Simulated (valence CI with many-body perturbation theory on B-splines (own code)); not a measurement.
**Forbidden lines of Yb⁶⁵⁺**

Computed by valence CI with perturbative core correlation (CI+MBPT): three valence electrons over a frozen Dirac-Fock core [He], a basis of 11 s, 11 p, 9 d, 7 f, 5 g, 2 h, 1 i functions for each j, with the one-electron correlation potential Σ1, the two-electron term Σ2, the three-electron term Σ3, Breit, model QED; selected CI, second order for the rest (own B-spline code, finite nucleus).

No measured spectrum was set against this ion. As an estimate, large intervals hold to a few tenths of a per cent, small ones and those within an open d or f shell to about a per cent.

Lines 1 to 33 of 33 in falling wavelength, among levels below 11503 eV, chosen from the decays that carry over 1 % of a level's rate. Wavelengths and rates use the calculated energies. Electric multipoles are in the length gauge, E1 and E2 with the static RPA response of the core. S is in atomic units (e²a₀⁴ for E2 and M2, e²a₀⁶ for E3), for M1 in squared Bohr magnetons. Weak lines are less certain than strong ones. Lines between different terms over intervals too small for the method are left out, as are lines whose strength nearly cancels. The highest levels of a list are the least certain.

Levels are named by their leading jj configuration (3d3/2^4 stands for four electrons in 3d with j = 3/2), which in mixed levels can hold well under half, so a name can repeat and another be missing. Letters in brackets count levels of one name in rising energy.

| λ vac (nm) | Upper | Lower | Type | A (s⁻¹) | S (a.u.) |
| --- | --- | --- | --- | --- | --- |
| 1.167 | (2s 2p1/2 2p3/2) J=3/2 [a] | (2s 2p1/2^2) J=1/2 | M1 | 7.07e+09 | 1.66e+00 |
| 1.131 | (2s 2p3/2 3d5/2) J=9/2 | (2s 2p1/2 3d5/2) J=7/2 | M1 | 6.58e+09 | 3.53e+00 |
| 1.091 | (2s^2 2p3/2) J=3/2 | (2s^2 2p1/2) J=1/2 | M1 | 6.59e+09 | 1.27e+00 |
| 0.1500 | (2s 2p1/2 3p1/2) J=1/2 [a] | (2s 2p1/2 2p3/2) J=3/2 [a] | E2 | 1.73e+12 | 2.35e-05 |
| 0.1496 | (2s^2 3p1/2) J=1/2 | (2s^2 2p3/2) J=3/2 | E2 | 2.19e+12 | 2.93e-05 |
| 0.1462 | (2s 2p3/2 3p3/2) J=7/2 | (2s 2p3/2^2) J=3/2 | E2 | 6.87e+10 | 3.27e-06 |
| 0.1444 | (2s 2p3/2 3p3/2) J=7/2 | (2s 2p3/2^2) J=5/2 | E2 | 7.49e+11 | 3.36e-05 |
| 0.1442 | (2s 2p3/2 3p3/2) J=1/2 [b] | (2s 2p3/2^2) J=3/2 | E2 | 1.31e+12 | 1.45e-05 |
| 0.1441 | (2s 2p1/2 3p3/2) J=5/2 | (2s 2p1/2 2p3/2) J=5/2 | E2 | 5.87e+11 | 1.96e-05 |
| 0.1438 | (2s^2 3p3/2) J=3/2 | (2s^2 2p3/2) J=3/2 | E2 | 1.09e+12 | 2.41e-05 |
| 0.1425 | (2s 2p3/2 3p3/2) J=1/2 [b] | (2s 2p3/2^2) J=5/2 | E2 | 4.27e+11 | 4.48e-06 |
| 0.1421 | (2s 2p3/2 3d5/2) J=9/2 | (2s 2p3/2^2) J=5/2 | M2 | 5.38e+10 | 2.78e-06 |
| 0.1421 | (2s 2p3/2 3d5/2) J=9/2 | (2s 2p3/2^2) J=5/2 | E3 | 3.24e+09 | 1.21e-06 |
| 0.1278 | (2s 2p3/2 3p3/2) J=7/2 | (2s 2p1/2 2p3/2) J=5/2 | E2 | 5.56e+11 | 1.35e-05 |
| 0.1277 | (2s 2p1/2 3p3/2) J=5/2 | (2s 2p1/2^2) J=1/2 | E2 | 1.22e+12 | 2.22e-05 |
| 0.1273 | (2s 2p3/2 3p3/2) J=7/2 | (2s 2p1/2 2p3/2) J=3/2 [a] | E2 | 8.93e+11 | 2.13e-05 |
| 0.1272 | (2s 2p3/2 3p3/2) J=1/2 [b] | (2s 2p1/2 2p3/2) J=3/2 [b] | E2 | 1.26e+12 | 7.49e-06 |
| 0.1271 | (2s^2 3p3/2) J=3/2 | (2s^2 2p1/2) J=1/2 | E2 | 1.35e+12 | 1.59e-05 |
| 0.1260 | (2s 2p3/2 3d5/2) J=9/2 | (2s 2p1/2 2p3/2) J=5/2 | M2 | 1.97e+10 | 5.58e-07 |
| 0.1260 | (2s 2p3/2 3d5/2) J=9/2 | (2s 2p1/2 2p3/2) J=5/2 | E3 | 2.98e+09 | 4.77e-07 |
| 0.1255 | (2s 2p3/2 3d5/2) J=9/2 | (2s 2p1/2 2p3/2) J=3/2 [a] | E3 | 5.96e+09 | 9.28e-07 |
| 0.1246 | (2p1/2 2p3/2 3d3/2) J=5/2 [a] | (2s 2p1/2 2p3/2) J=1/2 | E2 | 2.14e+12 | 3.45e-05 |
| 0.1244 | (2p1/2 2p3/2 3d3/2) J=7/2 | (2s 2p1/2 2p3/2) J=3/2 [b] | E2 | 2.98e+12 | 6.35e-05 |
| 0.1241 | (2s 2p1/2 3d3/2) J=5/2 | (2s^2 2p1/2) J=1/2 | E2 | 3.90e+12 | 6.14e-05 |
| 0.1238 | (2p1/2^2 3d3/2) J=3/2 | (2s 2p1/2^2) J=1/2 | E2 | 6.74e+12 | 7.01e-05 |
| 0.1236 | (2p1/2 2p3/2 3d3/2) J=7/2 | (2s 2p1/2 2p3/2) J=5/2 | E2 | 3.12e+12 | 6.43e-05 |
| 0.1233 | (2p1/2 2p3/2 3d3/2) J=3/2 [a] | (2s 2p1/2 2p3/2) J=3/2 [a] | E2 | 4.68e+12 | 4.77e-05 |
| 0.1233 | (2p1/2 2p3/2 3d3/2) J=5/2 [a] | (2s 2p1/2 2p3/2) J=3/2 [a] | E2 | 3.09e+12 | 4.71e-05 |
| 0.1232 | (2p1/2 2p3/2 3d3/2) J=1/2 [a] | (2s 2p1/2 2p3/2) J=3/2 [a] | E2 | 6.15e+12 | 3.12e-05 |
| 0.1231 | (2p1/2 2p3/2 3d3/2) J=7/2 | (2s 2p1/2 2p3/2) J=3/2 [a] | E2 | 6.79e+11 | 1.37e-05 |
| 0.1225 | (2p1/2 2p3/2 3d5/2) J=9/2 | (2s 2p1/2 2p3/2) J=5/2 | E2 | 7.10e+12 | 1.75e-04 |
| 0.1223 | (2p1/2 2p3/2 3d5/2) J=7/2 [a] | (2s 2p1/2 2p3/2) J=3/2 [a] | E2 | 6.34e+12 | 1.24e-04 |
| 0.1222 | (2s 2p3/2 3d5/2) J=7/2 [b] | (2s^2 2p3/2) J=3/2 | E2 | 4.81e+12 | 9.35e-05 |
